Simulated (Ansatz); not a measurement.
Reactions of CH5NSSn (`N=[C](S)[SnH3]`).

Isolated molecules relaxed with PBE0-D4/def2-TZVP in Ansatz; ΔE leaves out vibrations. CCSD(T)/CBS adds triple-zeta CCSD(T) − MP2 to the extrapolated MP2 energy (def2 sets, frozen cores). This one scheme is used for every species. Functionals use def2-TZVPP. def2 core potentials past Kr. For Sn outer-core shells are correlated without core-valence functions, which leaves a few kJ/mol of doubt a bond. One conformer a species, not always the lowest.

```csv
reaction,CCSD(T)/CBS(def2) (kcal/mol)
`N=[C](S)[SnH3]` + H₂S → `N=C(S)S` + `[SnH4]`,5.1
`N=[C](S)[SnH3]` + H₂ → `[SnH4]` + `N=CS`,-8.7
`N=[C](S)[SnH3]` + `C#C` → `C#CC(=N)S` + `[SnH4]`,0.3
`N=[C](S)[SnH3]` + `CCC` → `C[CH](C)[SnH3]` + `N=CS`,1.2
`N=[C](S)[SnH3]` + `C[SiH2]N` → `C[SiH2][NH][SnH3]` + `N=CS`,?
`N=[C](S)[SnH3]` + `NC=O` → `N[C](=O)[SnH3]` + `N=CS`,?
`N=[C](S)[SnH3]` + `CC(F)Cl` → `C[C](F)(Cl)[SnH3]` + `N=CS`,3.6
```

Fill in the missing values. (Estimate.)

Ansatz gave: `N=[C](S)[SnH3]` + `C[SiH2]N` → `C[SiH2][NH][SnH3]` + `N=CS`: -7.0 kcal/mol; `N=[C](S)[SnH3]` + `NC=O` → `N[C](=O)[SnH3]` + `N=CS`: +0.8 kcal/mol.

Largest T1 diagnostic: 0.016, for `N[C](=O)[SnH3]`.
